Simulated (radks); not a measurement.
The numbers below are computed, except where a source is named.
The ytterbium ion Yb+, configuration [Xe] 4f14 6s1.

Level of theory: non-relativistic Kohn-Sham, r2SCAN, spin-polarised, spherical densities, point nucleus; open shells are filled with parallel spins first (spin-orbit coupling, left out, can overturn this in heavy ions); meta-GGA in the generalised Kohn-Sham scheme; relativity is left out, which matters for an element this heavy (a radial shooting solver on a logarithmic mesh with Libxc functionals).

Energy parts (Ry):
| part | energy |
|---|---|
| total | -26791.0351 |
| kinetic | 26783.6002 |
| electron-nucleus | -63771.1927 |
| Hartree | 10756.7600 |
| exchange-correlation | -560.2027 |

Orbitals (lengths in bohr, moments of r in powers of bohr; r(max) is where P^2 peaks):
| orbital | occ. | eigenvalue (Ry) | <r^2> | r(max) | <1/r> |
|---|---|---|---|---|---|
| 1s up | 1 | -4177.332 | 0.0006268 | 0.01436 | 69.45 |
| 1s down | 1 | -4177.331 | 0.0006268 | 0.01436 | 69.45 |
| 2s up | 1 | -679.4051 | 0.009864 | 0.07837 | 16.25 |
| 2s down | 1 | -679.4048 | 0.009864 | 0.07837 | 16.25 |
| 2p up | 3 | -649.0807 | 0.007314 | 0.06095 | 16.26 |
| 2p down | 3 | -649.0804 | 0.007314 | 0.06095 | 16.26 |
| 3s up | 1 | -152.6563 | 0.06242 | 0.2162 | 6.217 |
| 3s down | 1 | -152.6567 | 0.06242 | 0.2162 | 6.217 |
| 3p up | 3 | -138.8193 | 0.05804 | 0.2042 | 6.154 |
| 3p down | 3 | -138.8196 | 0.05804 | 0.2042 | 6.154 |
| 3d up | 5 | -113.1008 | 0.04564 | 0.1621 | 6.060 |
| 3d down | 5 | -113.1009 | 0.04564 | 0.1621 | 6.060 |
| 4s up | 1 | -29.76427 | 0.3127 | 0.4900 | 2.652 |
| 4s down | 1 | -29.76412 | 0.3126 | 0.4900 | 2.652 |
| 4p up | 3 | -24.08562 | 0.3277 | 0.4928 | 2.553 |
| 4p down | 3 | -24.08538 | 0.3277 | 0.4928 | 2.553 |
| 4d up | 5 | -13.86112 | 0.3679 | 0.4939 | 2.343 |
| 4d down | 5 | -13.86057 | 0.3678 | 0.4939 | 2.343 |
| 4f up | 7 | -1.02332 | 0.7457 | 0.4775 | 1.789 |
| 4f down | 7 | -1.02049 | 0.7375 | 0.4774 | 1.791 |
| 5s up | 1 | -3.94004 | 1.972 | 1.169 | 0.9853 |
| 5s down | 1 | -3.93856 | 1.974 | 1.169 | 0.9842 |
| 5p up | 3 | -2.45638 | 2.571 | 1.281 | 0.8619 |
| 5p down | 3 | -2.45367 | 2.547 | 1.282 | 0.8632 |
| 5d up | 0 | -0.52046 | 9.207 | 1.876 | 0.4830 |
| 5d down | 0 | -0.47374 | 9.322 | 1.818 | 0.4944 |
| 6s up | 1 | -0.65930 | 16.52 | 3.398 | 0.3208 |
| 6p up | 0 | -0.42595 | 23.71 | 4.083 | 0.2679 |

The highest occupied level is 6s up at -8.970 eV. The electron density at the nucleus is 2.45e+05 e/bohr^3.
